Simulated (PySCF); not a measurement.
Diatomic cations of Ge with the fourth-period p block

HF with triple-zeta basis sets in PySCF, for the lowest determinant that a PBE0 search found; no spin–orbit coupling. De refers to high-spin ground-configuration atoms (the charge goes to the atom of lower measured ionisation energy or higher electron affinity, which is not always the lowest computed limit). A positive dipole points towards Ge; it is taken about the centre of mass and depends on that origin.

```tsv
M	basis	reference	charged atom	state (unpaired electrons)	Re (Å)	ωe (cm⁻¹)	De (eV)	μ (D)
Ge	def2-TZVPPD	UHF	Ge+	quartet (σ ↑, π ↑↑)	2.404	279	2.02	n/a
As	def2-TZVPPD	UHF	Ge+	triplet (π ↑↑)	2.404	287	1.21	2.17
Se	def2-TZVPPD	UHF	Ge+	doublet (π ↑)	2.288	339	1.94	2.95
Br	def2-TZVPPD	RHF	Ge+	singlet (closed shell)	2.203	381	2.80	3.79
```

The shortest bond is that of GeBr⁺ (2.203 Å), the longest that of GeAs⁺ (2.404 Å). GeBr⁺ is bound most strongly (2.80 eV) and GeAs⁺ least (1.21 eV).

The state changes along the series, so neighbouring rows are not always alike in their bonding.

For an ion De counts to the pair picked by the measured ionisation energies or electron affinities, which need not be the lowest pair at this level. Where the molecule has an RHF reference, its open-shell atoms are computed with UHF. Hartree–Fock leaves out correlation, which carries a large part of most bond energies and some tenths to 1 eV of ionisation energies. States were picked by a PBE0 search and need not be the measured ground states.
